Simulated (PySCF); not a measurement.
This PySCF input asks for the NMR shieldings of `InChI=1S/C4H8F2O/c1-4(6,3-5)7-2/h3H2,1-2H3/t4-/m0/s1`; the geometry comes from GFN2-xTB.

```python
import basis_set_exchange as bse
import numpy as np
from pyscf import gto, dft
from pyscf.prop import nmr

atoms = """
C     2.026306   -0.276408    0.126241
O     0.735726   -0.862305    0.197356
C    -0.315209   -0.122858   -0.305665
C    -1.575634   -0.970317   -0.222988
F    -0.057007    0.149626   -1.652632
C    -0.475090    1.237913    0.403396
F    -1.734298    1.740090    0.232218
H     2.719513   -1.076954    0.373938
H     2.236999    0.089259   -0.881142
H     2.138260    0.538903    0.846754
H    -2.399039   -0.446221   -0.699024
H    -1.810916   -1.160360    0.819181
H    -1.396055   -1.913205   -0.731207
H    -0.319732    1.105816    1.478980
H     0.221762    1.975009   -0.007317
"""
names = dict.fromkeys(["C", "O", "F", "H"], "pcSseg-1")
basis = {el: gto.basis.parse(bse.get_basis(n, elements=[el], fmt="nwchem")) for el, n in names.items()}
mol = gto.M(atom=atoms, basis=basis, charge=0, verbose=0)
mf = dft.RKS(mol, xc="PBE0")
mf.grids.level = 2
mf.grids.alignment = dft.numint.BLKSIZE   # the property module wants whole blocks of grid points
mf.conv_tol = 1e-9
mf.kernel()

calc = nmr.RKS(mf)   # GIAO
C = mf.mo_coeff
Co = C[:, mf.mo_occ > 0]
resp = mf.gen_response(singlet=True, hermi=2)
def vind(x):   # induced exchange potential for any number of trial vectors
    d = np.einsum("pi,xij,qj->xpq", C, 2 * x.reshape(-1, C.shape[1], Co.shape[1]), Co, optimize=True)
    return np.einsum("xpq,pi,qj->xij", resp(d - d.transpose(0, 2, 1)), C, Co, optimize=True).ravel()
mo1, _ = nmr.rhf.solve_mo1(calc, with_cphf=vind)
sigma = calc.kernel(mo1)
for i, s in enumerate(sigma):   # ppm
    print("%2d %-2s %9.2f" % (i, mol.atom_pure_symbol(i), np.trace(s) / 3))
```

Question: What does it print?

Answer: 
```
 0 C     135.02
 1 O     253.27
 2 C      67.45
 3 C     162.82
 4 F     318.62
 5 C      95.86
 6 F     438.22
 7 H      28.07
 8 H      27.72
 9 H      28.48
10 H      29.74
11 H      30.48
12 H      30.08
13 H      27.07
14 H      26.53
```

These numbers come from an equivalent density-fitted implementation of the same equations, which agrees with the script to about 0.01 ppm for H and up to a few tenths of a ppm for heavy atoms, so last digits may differ.

Question: Turn these shieldings into chemical shifts. Shifts are taken against calculated references (same method and geometry level): ¹³C (186.93 ppm) and ¹H (31.72 ppm) vs TMS; ¹⁷O (336.08 ppm) against H2O; ¹⁹F (170.95 ppm) against CFCl3.

Answer: Averaging equivalent atoms: C 2: 119.5; C 5: 91.1; C 0: 51.9; C 3: 24.1; O 1: 82.8; F 4: -147.7; F 6: -267.3; H 14: 5.19; H 13: 4.64; H 7/8/9: 3.63; H 10/11/12: 1.62 ppm. Unscaled 19F shifts against computed CFCl3 carry errors that often reach 10 to 50 ppm. Experimental scales use liquid or dissolved standards, which lie at an offset from isolated H2O (liquid H2O: subtract about 36 ppm).

Size and cost of the density-fitted run: 159 basis functions, 22 s wall time on 1 thread of an Arm Neoverse V1, shared host.
